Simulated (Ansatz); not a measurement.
Cost and result for the atomization energy of C$_{2}$F$_{2}$N$_{2}$Si (`N#C[Si](F)(F)C#N`) (7 atoms, 6 bonds).

Total charge 0; spin multiplicity 1. Geometry: relaxed with PBE0-D4/def2-TZVP. Program: Ansatz. All runs use 4 threads of an Intel Xeon on a shared host. Times are those of one run each, without the atoms' runs, and a repeat can differ threefold. Electronic energies, without spin–orbit coupling; frozen cores. CCSD(T)/CBS adds CCSD(T) − MP2 in def2-TZVPP to the MP2 limit, and its time is that of the two runs behind it. T1 = 0.014. B3LYP takes the VWN-RPA correlation (the form of Gaussian; ORCA's B3LYP/G).

CCSD(T)/CBS is a level of theory with its own doubt, some kJ/mol a heavy atom from the limit and from the frozen cores, so smaller differences don't rank the functionals.

| level | functions | atomization (kcal/mol) | difference from CCSD(T)/CBS | per bond |
| --- | --- | --- | --- | --- |
| CAM-B3LYP-D4/def2-TZVPP | 228 | 853.4 | 1.1 | 0.2 |
| B3LYP-D4/def2-TZVPP (with forces) | 228 | 849.2 | -3.1 | -0.5 |
| BHLYP-D4/def2-TZVPP | 228 | 799.6 | -52.7 | -8.8 |
| r2SCANh-D4/def2-TZVPP | 228 | 834.3 | -18.0 | -3.0 |
| MP2/def2-QZVPP | 412 | 889.1 | 36.8 | 6.1 |
| B97M-V/def2-TZVPP | 228 | 850.9 | -1.4 | -0.2 |
| RPA@PBE/def2-TZVPP | 228 | 776.9 | -75.4 | -12.6 |
| CCSD(T)/def2-TZVPP | 228 | 822.5 | -29.8 | -5.0 |
| BLYP-D4/def2-TZVPP | 228 | 867.3 | 15.0 | 2.5 |
| CCSD(T)/def2-SVP | 102 | 786.2 | -66.1 | -11.0 |
| CCSD(T)/CBS(def2) | – | 852.3 | 0.0 | 0.0 |
| PBE-QIDH/def2-TZVPP | 228 | 841.2 | -11.1 | -1.9 |
| PBE-D4/def2-TZVPP (with forces) | 228 | 888.1 | 35.8 | 6.0 |

Task: Order the runs by time, with rough figures. (Estimate.)

Result: Ansatz gave: BLYP-D4/def2-TZVPP 6.5 s; RPA@PBE/def2-TZVPP 7.5 s; BHLYP-D4/def2-TZVPP 7.6 s; PBE-D4/def2-TZVPP (with forces) 8.1 s; CAM-B3LYP-D4/def2-TZVPP 11 s; r2SCANh-D4/def2-TZVPP 12 s; B97M-V/def2-TZVPP 16 s; B3LYP-D4/def2-TZVPP (with forces) 17 s; CCSD(T)/def2-SVP 21 s; PBE-QIDH/def2-TZVPP 24 s; MP2/def2-QZVPP 52 s; CCSD(T)/def2-TZVPP 3.3 min; CCSD(T)/CBS(def2) 4.1 min.

The D4 term adds +6.9 kcal/mol with B3LYP and +3.6 kcal/mol with PBE0; it sums over pairs of atoms, weighted by their polarisabilities, and B3LYP, whose exchange is more repulsive, gets the larger term. From PBE to PBE0 (25 % exact exchange), in def2-TZVPP and without D4, the atomization energy moves by −39.1 kcal/mol: exact exchange takes away binding that semilocal exchange gives to molecules. Leaving LDA and LC-ωPBE aside and taking each functional with its dispersion term where it has one, the values spread over 88.5 kcal/mol, from BHLYP-D4 to PBE-D4. LDA lies +110.7 kcal/mol from PBE without D4, its usual overbinding.
